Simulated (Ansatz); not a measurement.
These are PBE0-D3(BJ)/def2-TZVP in Ansatz (a quantum-chemistry and plane-wave program) values and carry that method's errors. No frequencies were computed at this level.

Ansatz 0.2 input:
```yaml
crystal:
  periodic: [false, false, false]
  atoms:
    - { symbol: N, position_ang: [-1.147933, -0.149431, -0.004413] }
    - { symbol: C, position_ang: [-0.089686, 0.510209, 0.029515] }
    - { symbol: O, position_ang: [1.183006, 0.088114, 0.000842] }
    - { symbol: H, position_ang: [-1.037238, -1.161269, -0.062581] }
    - { symbol: H, position_ang: [-0.142024, 1.590786, 0.091105] }
    - { symbol: H, position_ang: [1.233873, -0.878411, -0.054468] }
basis:
  gaussian: { orbitals: def2-tzvp }
hamiltonian:
  xc: pbe0
  dispersion: d3bj
relax:
  max_steps: 150
```

Output:

```
Functional definition: PBE0
618 factors; their error is unknown
mean field evaluation 1: about -4613.2391 eV, gradient 5.7e1 eV
mean field evaluation 2: about -4608.5538 eV, gradient 7.2e1 eV
mean field evaluation 4: about -4619.1018 eV, gradient 4.6e0 eV
mean field evaluation 8: about -4619.1354 eV, gradient 3.1e-2 eV
mean field evaluation 16: about -4619.1403 eV, gradient 1.3e-5 eV
mean field -4619.14033884 eV, -169.7502764865 hartree, gradient 1.3e-5 eV, S^2 0.000000; 0 other end points of the search recorded, 0 dependent functions left out
reference -4619.14035898 eV, -169.7502772267 hartree; 12, 12 occupied and 99, 99 virtual orbitals, 618 factors
relax step   1: F+E_penalty+E_count = -4619.19787730 eV  Δ(F+E_penalty+E_count) = +0.000e0 eV  max|allowed force component| = 8.083e-1 eV/Å  Δτ_max = 0.0000 Å  (27 SCF iters, accepted)
these checks for a lower state are left out or cut short: starts, cluster_reference, orbital_swaps, neighbouring_geometries, increment
618 factors; their error is unknown
mean field -4619.15049934 eV, -169.7506498780 hartree, gradient 9.5e-6 eV, S^2 0.000000; 0 other end points of the search recorded, 0 dependent functions left out
reference -4619.15051944 eV, -169.7506506169 hartree; 12, 12 occupied and 99, 99 virtual orbitals, 618 factors
relax step   2: F+E_penalty+E_count = -4619.20803583 eV  Δ(F+E_penalty+E_count) = -1.016e-2 eV  max|allowed force component| = 2.764e-1 eV/Å  Δτ_max = 0.0095 Å  (33 SCF iters, accepted)
these checks for a lower state are left out or cut short: starts, cluster_reference, orbital_swaps, neighbouring_geometries, increment
618 factors; their error is unknown
mean field -4619.15412757 eV, -169.7507832131 hartree, gradient 9.7e-6 eV, S^2 0.000000; 0 other end points of the search recorded, 0 dependent functions left out
reference -4619.15414761 eV, -169.7507839495 hartree; 12, 12 occupied and 99, 99 virtual orbitals, 618 factors
relax step   3: F+E_penalty+E_count = -4619.21170294 eV  Δ(F+E_penalty+E_count) = -3.667e-3 eV  max|allowed force component| = 3.723e-2 eV/Å  Δτ_max = 0.0187 Å  (33 SCF iters, accepted)
these checks for a lower state are left out or cut short: starts, cluster_reference, orbital_swaps, neighbouring_geometries, increment
618 factors; their error is unknown
mean field evaluation 32: about -4619.1475 eV, gradient 6.5e-1 eV
mean field -4619.15416609 eV, -169.7507846286 hartree, gradient 9.8e-6 eV, S^2 0.000000; 0 other end points of the search recorded, 0 dependent functions left out
reference -4619.15418609 eV, -169.7507853637 hartree; 12, 12 occupied and 99, 99 virtual orbitals, 618 factors
relax step   4: F+E_penalty+E_count = -4619.21175926 eV  Δ(F+E_penalty+E_count) = -5.632e-5 eV  max|allowed force component| = 7.280e-2 eV/Å  Δτ_max = 0.0088 Å  (33 SCF iters, accepted)
these checks for a lower state are left out or cut short: starts, cluster_reference, orbital_swaps, neighbouring_geometries, increment
618 factors; their error is unknown
mean field -4619.15435359 eV, -169.7507915193 hartree, gradient 9.8e-6 eV, S^2 0.000000; 0 other end points of the search recorded, 0 dependent functions left out
reference -4619.15437359 eV, -169.7507922541 hartree; 12, 12 occupied and 99, 99 virtual orbitals, 618 factors
relax step   5: F+E_penalty+E_count = -4619.21195135 eV  Δ(F+E_penalty+E_count) = -1.921e-4 eV  max|allowed force component| = 1.349e-2 eV/Å  Δτ_max = 0.0047 Å  (33 SCF iters, accepted)
these checks for a lower state are left out or cut short: starts, cluster_reference, orbital_swaps, neighbouring_geometries, increment
618 factors; their error is unknown
mean field -4619.15436591 eV, -169.7507919719 hartree, gradient 9.8e-6 eV, S^2 0.000000; 0 other end points of the search recorded, 0 dependent functions left out
reference -4619.15438591 eV, -169.7507927070 hartree; 12, 12 occupied and 99, 99 virtual orbitals, 618 factors
relax step   6: F+E_penalty+E_count = -4619.21196176 eV  Δ(F+E_penalty+E_count) = -1.041e-5 eV  max|allowed force component| = 1.332e-3 eV/Å  Δτ_max = 0.0011 Å  (34 SCF iters, accepted)
618 factors; their error is unknown
mean field evaluation 64: about -4619.1450 eV, gradient 1.4e0 eV
mean field -4619.15436591 eV, -169.7507919719 hartree, gradient 9.8e-6 eV, S^2 0.000000; 1 other end points of the search recorded, 0 dependent functions left out
reference -4619.15438591 eV, -169.7507927070 hartree; 12, 12 occupied and 99, 99 virtual orbitals, 618 factors
Total energy: -4619.21198176 eV, -169.7529093154 hartree
Atom 0 at    -1.162825    -0.155649    -0.004737 Å, force    -0.000305     0.000019    -0.000184 eV/Å
Atom 1 at    -0.096564     0.508959     0.029360 Å, force     0.000038     0.001225     0.000133 eV/Å
Atom 2 at     1.183243     0.088336     0.000865 Å, force     0.000272     0.000181    -0.000117 eV/Å
Atom 3 at    -1.004083    -1.162162    -0.062700 Å, force    -0.000152    -0.000031     0.000113 eV/Å
Atom 4 at    -0.125032     1.595388     0.091370 Å, force     0.000024    -0.001332     0.000005 eV/Å
Atom 5 at     1.205260    -0.874875    -0.054159 Å, force     0.000123    -0.000061     0.000049 eV/Å
Dipole moment:     0.323107    -0.306424    -0.018636 e Å
```

Cost: around 12 core-seconds (rough).
